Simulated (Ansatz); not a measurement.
Conformers of C$_{12}$H$_{22}$ (`C1CCC(C2CCCCC2)CC1`), each relaxed with PBE0-D4/def2-TZVP in Ansatz. CBS adds the triple-zeta coupled-cluster correction to the MP2 limit.

Not all of them had a frequency check.

Conformer A:

Cartesian coordinates in Å:
```
C 2.737 1.398 -0.097
C 2.269 1.767 1.302
C 0.807 1.371 1.505
C 0.459 -0.026 0.934
C -0.435 0.062 -0.313
C -1.816 0.658 0.028
C -2.845 -0.432 0.289
C -3.115 -1.237 -0.986
C -1.860 -1.332 -1.860
C -0.606 -1.299 -1.001
C 1.750 -0.807 0.692
C 2.676 -0.122 -0.312
H 3.749 1.770 -0.277
H 2.093 1.907 -0.823
H 2.385 2.840 1.477
H 2.906 1.268 2.042
H 0.563 1.419 2.569
H 0.181 2.126 1.019
H -0.119 -0.576 1.687
H 0.053 0.736 -1.029
H -2.170 1.283 -0.799
H -1.739 1.320 0.893
H -3.774 -0.003 0.673
H -2.471 -1.095 1.077
H -3.927 -0.773 -1.555
H -3.461 -2.241 -0.720
H -1.828 -0.493 -2.565
H -1.890 -2.238 -2.470
H -0.676 -2.089 -0.243
H 0.277 -1.532 -1.601
H 1.532 -1.827 0.366
H 2.268 -0.910 1.651
H 3.677 -0.556 -0.219
H 2.349 -0.339 -1.333
```

Conformer B:

```xyz
34

C    -0.626    0.485    2.960
C    -1.078    1.549    1.972
C     0.091    2.072    1.144
C     0.925    0.993    0.443
C     0.389    0.593   -0.945
C    -1.052    0.073   -1.016
C    -1.318   -0.548   -2.379
C    -0.495   -1.829   -2.567
C     0.794   -1.793   -1.742
C     1.348   -0.378   -1.670
C     1.248   -0.151    1.415
C     0.074   -0.659    2.243
H    -1.478    0.112    3.537
H     0.069    0.933    3.682
H    -1.545    2.384    2.504
H    -1.851    1.128    1.323
H     0.755    2.625    1.820
H    -0.262    2.800    0.405
H     1.892    1.460    0.211
H     0.391    1.529   -1.519
H    -1.243   -0.675   -0.242
H    -1.750    0.893   -0.829
H    -2.382   -0.758   -2.509
H    -1.055    0.183   -3.152
H    -0.254   -1.959   -3.626
H    -1.089   -2.701   -2.278
H     0.594   -2.156   -0.729
H     1.535   -2.476   -2.167
H     1.526   -0.024   -2.691
H     2.325   -0.372   -1.179
H     1.725   -0.978    0.883
H     2.004    0.223    2.118
H     0.436   -1.395    2.968
H    -0.647   -1.186    1.611
```

(1) Which is lowest in electronic energy at CCSD(T)/CBS (frozen core, def2 sets), and by how much? (Best estimate.)

(2) Give the energies relative to B (kJ/mol) with B2PLYP/def2-TZVPP, PBE/def2-TZVPP, B3LYP/def2-TZVPP, HF/def2-TZVPP, SCS-MP2/def2-TZVPP, CCSD(T)/def2-TZVPP, HF/def2-QZVPP. (Best estimate.)

## Answers

(1) The calculation gave: B; A lies 7.3 kJ/mol higher.

(2) Ansatz gave: 
| level | A |
| --- | --- |
| B2PLYP/def2-TZVPP | 8.2 |
| PBE/def2-TZVPP | 7.8 |
| B3LYP/def2-TZVPP | 8.7 |
| HF/def2-TZVPP | 8.4 |
| SCS-MP2/def2-TZVPP | 7.0 |
| CCSD(T)/def2-TZVPP | 7.3 |
| HF/def2-QZVPP | 8.4 |

B3LYP here is the variant with VWN-RPA as its local correlation; programs differ in this.
